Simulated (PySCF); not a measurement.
## Correlation energy of Cu²⁺ (copper, charge +2)

[Ar] 3d8 4p1, one real determinant (an excited configuration). Calculation: PySCF 2.14, in aug-cc-pVDZ-DK (7s6p4d2f, 59 functions); the spin-free X2C one-electron Hamiltonian (Gaussian nucleus). Frozen: [Ar]; 9 electrons correlated.

```csv
level,correlation energy (mhartree)
CCSD,-217.02
(T),-3.14
CCSD(T),-220.16
```

Diagnostics: T1 = 0.0078, D1 = 0.0219, largest double amplitude 0.039.

The real determinant used has ⟨L²⟩ near 14 against 20 for a pure G term, so it mixes terms.

Cost of the coupled-cluster step: roughly 7 core-seconds, for 9 correlated electrons.

The reference is one real determinant that mixes LS terms of this configuration.
